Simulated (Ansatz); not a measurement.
Computed with Ansatz on PBE0-D4/def2-TZVP structures; ΔE is electronic, products minus reactants. CCSD(T)/CBS is the MP2 limit (def2-TZVPP, def2-QZVPP) plus CCSD(T) − MP2 in def2-TZVPP, frozen cores. This one scheme is used for every species. Functionals use def2-TZVPP. B3LYP here is the variant with VWN-RPA as its local correlation; programs differ in this. One conformer a species, not always the lowest.

Consider the formal hydrolysis of a B–Si bond: `[SiH3]BN[SiH3]` + H₂O → `OBN[SiH3]` + SiH₄.

`[SiH3]BN[SiH3]`:

Cartesian coordinates in Å:
```
Si 0.725 -0.485 1.691
B 1.223 0.242 -0.131
N 0.304 0.461 -1.162
Si -1.425 0.176 -1.138
H -0.727 -0.781 1.868
H 1.115 0.492 2.749
H 1.475 -1.747 1.954
H 2.377 0.502 -0.341
H 0.673 0.828 -2.029
H -1.722 -1.256 -0.893
H -2.082 0.997 -0.091
H -1.938 0.570 -2.476
```

H₂O:

```xyz
3

O    -0.235   -0.308    0.036
H     0.603   -0.263   -0.430
H    -0.368    0.571    0.394
```

`OBN[SiH3]`:

```xyz
10

O    -1.110   -0.424   -1.357
B    -0.845   -1.014   -0.151
N     0.108   -0.387    0.678
Si    0.978    1.074    0.302
H    -1.764   -0.894   -1.875
H    -1.399   -2.025    0.187
H     0.300   -0.825    1.564
H     0.060    2.226    0.115
H     1.802    0.921   -0.923
H     1.870    1.346    1.460
```

SiH₄:

Z-matrix (Å, degrees):
```
Si
H 1 1.485
H 1 1.485 2 109.5
H 1 1.485 2 109.5 3 -120.0
H 1 1.485 2 109.5 3 120.0
```

| level | ΔE (eV) |
| --- | --- |
| B3LYP-D4 | -1.53 |
| ωB97X-V | -1.53 |
| PBE0 | -1.47 |
| HF/def2-TZVPP | -1.79 |

Problem. What does CCSD(T)/CBS give? (An estimate is asked.)

Solution. Ansatz gave: -1.47 eV. The listed levels differ from it by -0.06, -0.06, 0.00, -0.32 eV.

Largest T1 diagnostic among the species: 0.014.

In def2-TZVPP, CCSD(T) changes the Hartree–Fock value by +0.28 eV (the triples alone add +0.03 eV) and MP2 by +0.23 eV. From PBE to PBE0 (25 % exact exchange), in def2-TZVPP and without D4, ΔE moves by −0.05 eV.
